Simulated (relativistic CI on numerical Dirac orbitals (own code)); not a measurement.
# A ladder of approximations for the levels of Ne4+

Calculated with a relativistic CI code on KLI orbitals (one set per configuration, finite nucleus), adding one ingredient at a time: step 1, Dirac-Coulomb, each configuration alone; step 2, with Breit and QED terms; step 3, with configuration mixing; step 4, with scaled Slater integrals (0.85); step 5, with a P86 correlation estimate; step 6, tied to the ionisation limit. P86 is a density functional for the correlation energy, evaluated here for each configuration and added to its levels. Step 6 is semi-empirical: configurations made of the next ion and one excited electron move by -10040 cm⁻¹, so that their limit matches the tabulated ionisation energy, and those with a non-penetrating f or g electron also take the P86 value of the least penetrating other one.

CI space (outside the closed core 1s2): 2s2 2p2, 2s 2p3, 2s2 2p 3s, 2s2 2p 3d, 2s 2p2 3p, 2s 2p2 3d, 2s2 2p 4s, 2s2 2p 4d, 2s2 2p 5d, 2s2 2p 6d, 2p4, 2s2 2p 3p, 2p3 3s, 2p3 3p, 2s 2p2 3s, 2p3 3d.

Computed minus measured energy above the ground level, in cm⁻¹, for 17 of the 43 excited levels that pair in every step (one J of a term; a digit in brackets numbers repeated terms):

```tsv
Configuration	Term	J	Measured	Step 1	Step 2	Step 3	Step 4	Step 5	Step 6
2s2 2p2	3P	1	412	35	0	-8	-2	-2	-2
2s2 2p2	1D	2	30292	2507	2384	2839	-1917	-1921	-1920
2s 2p3	3D°	3	175834	-3850	-4135	1934	2005	3391	3362
2s 2p3	3P°	0	208193	-4487	-4617	2679	-2388	-1006	-1031
2s2 2p 3s	3P°	0	596254	3169	3086	-5737	-5597	-900	-10582
2s2 2p 3s	1P°	1	605231	3186	2997	-4346	-5825	-1137	-10839
2s2 2p 3d	3F°	2	690000	3092	2896	-3437	-3346	1550	-8174
2s2 2p 3d	1D°	2	690691	1199	1017	-3019	-3120	1772	-7932
2s 2p2 3p	3S°	1	737160	-14055	-14366	-9718	-1025	5600	5601
2s 2p2 3p	3P°	0	765440	-16768	-17020	-7122	-3596	3007	2978
2s 2p2 3d	5P	3	798633	-18658	-18987	-9985	-3809	2616	2618
2s 2p2 3d	3P	2	800820	-19737	-20052	-7773	-2747	3654	3655
2s2 2p 4s	1P°	1	805284	777	544	8953	3963	10177	428
2s2 2p 4d	1D°	2	838623	-1251	-1480	9196	4502	10166	185
2s2 2p 4d	1F°	3	846487	823	579	11095	5032	10706	859
2s2 2p 5d	1F°	3	908570	-348	-596	9873	4439	10751	718
2s2 2p 6d	1F°	3	942950	-1402	-1658	8868	3664	10465	429
```

Mean absolute errors in cm⁻¹, over all paired levels and for the configurations:

```csv
"Configuration, levels",Step 1,Step 2,Step 3,Step 4,Step 5,Step 6
"all, 43",7990,8052,5714,3797,3581,4983
"2s2 2p2, 4",4871,4783,725,2358,2342,2342
"2s 2p3, 5",4989,5102,4003,2396,2670,2667
"2s2 2p 3s, 4",3235,3078,5388,5651,957,10643
"2s2 2p 3d, 10",3499,3273,3584,4373,1426,8575
"2s 2p2 3p, 5",13520,13830,7453,2679,3926,3863
"2s 2p2 3d, 10",17900,18255,8013,4054,4128,4130
"2s2 2p 4s, 1",777,544,8953,3963,10177,428
"2s2 2p 4d, 2",1037,1029,10145,4767,10436,522
"2s2 2p 5d, 1",348,596,9873,4439,10751,718
"2s2 2p 6d, 1",1402,1658,8868,3664,10465,429
```

Measured levels: NIST levels in Podobedova, Fuhr, Reader and Wiese, J. Phys. Chem. Ref. Data 33, 525 (2004).

The mean absolute error is lowest at step 5 (3581 cm⁻¹), and the largest single drop is from step 2 to 3 (8052 to 5714). Terms of the ground configuration are off by 4871 at first, 725 with mixing and 2358 after scaling, which overcorrects here, since the mixing already narrows the term splittings. The Breit and QED terms change the top of the ground term (measured 1110) from 1295 to 1125. Mixing lowers the ground level by 10006, with 2p4 as its largest admixture; relative to it the configurations that move most are 2s2 2p 4d by +10596, 2s2 2p 6d by +10526, 2s2 2p 5d by +10469. Configurations whose own partners of that kind are not in the list rise by much of that lowering, so a short list can trade one imbalance for another. The P86 estimate moves 2s2 2p 6d by +6801, 2s 2p2 3p by +6606, 2s 2p2 3d by +6416, and takes the mean absolute error of the excited configurations from 3945 to 3708. Step 6 takes that error from 3708 to 5253; the error more than halves for 2s2 2p 4s, 2s2 2p 4d, 2s2 2p 5d, 2s2 2p 6d; it grows for 2s2 2p 3s, 2s2 2p 3d. The shift fits the limit, so it does little for low levels whose errors differ from those near the limit.
